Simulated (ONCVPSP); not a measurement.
## u(r) = r·R(r): atom against pseudo-atom (nitrogen)

Columns: radius, all-electron u(r) and pseudo u(r) of the 2s shell (level -18.70 eV) of nitrogen in the configuration [He] 2s1.75 2p3.25; PBE, scalar-relativistic, ONCV scheme, ONCVPSP 4.0.1.

```
r (bohr)  all-electron  pseudo
   0.095       -0.3781  0.0624
   0.190       -0.3115  0.1350
   0.285       -0.0891  0.2276
   0.380        0.1622  0.3408
   0.475        0.3891  0.4659
   0.570        0.5732  0.5937
   0.665        0.7113  0.7126
   0.760        0.8061  0.8056
   0.855        0.8637  0.8637
   0.950        0.8910  0.8910
   1.045        0.8945  0.8945
   1.140        0.8801  0.8801
   1.235        0.8528  0.8528
   1.330        0.8165  0.8165
   1.425        0.7743  0.7743
   1.520        0.7287  0.7287
   1.615        0.6815  0.6815
   1.710        0.6340  0.6340
   1.805        0.5872  0.5872
   1.900        0.5419  0.5419
   1.995        0.4985  0.4985
   2.090        0.4574  0.4574
   2.185        0.4187  0.4187
   2.280        0.3825  0.3825
   2.375        0.3489  0.3489
   2.470        0.3177  0.3177
```

Question: How many radial nodes do the two functions have?

Answer: The all-electron 2s function has n − l − 1 = 1; the pseudo-wave has 0, since the states of the same l below it are removed with the core.

Question: At about which radius was the pseudo-wave matched?

Answer: 0.90 bohr, where the columns begin to agree (steps of 0.10 bohr).

Question: Where does each function peak?

Answer: Outermost all-electron maximum near 1.04 bohr, pseudo maximum near 1.04 bohr (to the table’s step).

Question: Is the pseudo-wave norm-conserving?

Answer: Yes: the ONCV scheme keeps the norm inside the radius equal to the all-electron one, which fixes the energy derivative of the logarithmic derivative at the level.
